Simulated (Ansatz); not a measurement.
**Molecular dynamics of FH₅W**

The input (input.yaml):

```yaml
crystal:
  periodic: [false, false, false]
  atoms:
    - { symbol: W, position_ang: [-0.293482, -0.372824, -0.29313] }
    - { symbol: H, position_ang: [0.082031, 0.117131, 1.240846] }
    - { symbol: H, position_ang: [1.236702, 0.128279, 0.080193] }
    - { symbol: H, position_ang: [-0.041324, 1.277204, -0.033594] }
    - { symbol: H, position_ang: [-1.640146, 0.424598, 0.382963] }
    - { symbol: F, position_ang: [0.234215, -2.107242, 0.253997] }
    - { symbol: H, position_ang: [0.422005, 0.402855, -1.631276] }
basis:
  gaussian: { orbitals: def2-SVP }
hamiltonian:
  xc: b3lyp
  dispersion: d4
md:
  timestep: 0.25
  n_steps: 500
  ensemble: nvt_langevin
  temperature: 700.0
  initial_velocities: maxwell_boltzmann
  seed: 998622
  friction: 0.005
```

Command:

```bash
$ ansatz run input.yaml --threads 1 --pin off --max-ram 2048MiB --backend cpu --events-out ev --progress --plain --runs-dir out
```

It starts from a relaxed structure.

Output, in part (step lines, the closing report, with atoms numbered from 0):

```
md step     0: t =     0.00 fs  T =   600.0 K  F+E_penalty+E_count = -4621.00996640 eV  E_kin = 0.542892 eV  (27 SCF iters)
[... lines left out ...]
Total energy: -4621.34372411 eV, -169.8312494016 hartree
Atom 0 at    -0.312395    -0.301525    -0.244914 Å, force    -1.635184     2.245898     0.113918 eV/Å
Atom 1 at     1.000777     0.467712     0.601011 Å, force    -0.667385    -0.608466    -0.460105 eV/Å
Atom 2 at     0.605877     0.976018    -0.836892 Å, force     0.348724    -0.060490    -0.745438 eV/Å
Atom 3 at    -0.667473     0.840037     0.880227 Å, force     0.182356     0.260213     1.075417 eV/Å
Atom 4 at    -1.946265     0.081427     0.293176 Å, force     0.677319    -0.420068    -0.724803 eV/Å
Atom 5 at     0.005118    -2.083508     0.052661 Å, force     0.561241    -0.965721     0.004252 eV/Å
Atom 6 at    -0.860838     0.225245    -1.848707 Å, force     0.532929    -0.451367     0.736760 eV/Å
Dipole moment:     0.019137    -0.093641     0.026510 e Å
```

The steps, from the saved trajectory:

```
time (fs)  T (K)  potential energy less start (eV)
      0.0    600                             0.000
      4.0    225                             0.353
      8.0    368                             0.236
     12.0    126                             0.423
     16.0    480                             0.137
     20.0    308                             0.347
     24.0    536                             0.167
     28.0    375                             0.343
     32.0    469                             0.173
     36.0    234                             0.372
     40.0    464                             0.190
     44.0    341                             0.293
     48.0    372                             0.253
     52.0    207                             0.453
     56.0    311                             0.373
     60.0    377                             0.323
     64.0    446                             0.223
     68.0    362                             0.281
     72.0    366                             0.285
     76.0    425                             0.190
     80.0    359                             0.296
     84.0    435                             0.245
     88.0    328                             0.333
     92.0    695                             0.026
     96.0    757                            -0.116
    100.0   1034                            -0.355
    104.0    921                            -0.258
    108.0    701                            -0.201
    112.0    532                            -0.065
    116.0    724                            -0.182
    120.0    735                            -0.172
    124.0    865                            -0.234
```

All steps were run. The mean temperature of the second half is 13 % below the set value. A run of 0.12 ps of so small a system gives no equilibrium averages.

The same pairs are bonded in the first frame and the last. Pairs count as bonded within 1.25 times the sum of covalent radii (0.12 Å more for H–H).

Last frame:

```xyz
7
Properties=species:S:1:pos:R:3
W -0.312 -0.301 -0.245
H 1.001 0.468 0.601
H 0.606 0.976 -0.837
H -0.667 0.840 0.880
H -1.946 0.081 0.293
F 0.005 -2.083 0.053
H -0.861 0.225 -1.849
```

Time of the run: 19 min on 1 thread of Arm Neoverse V2 (shared host), peak memory 0.13 GiB.
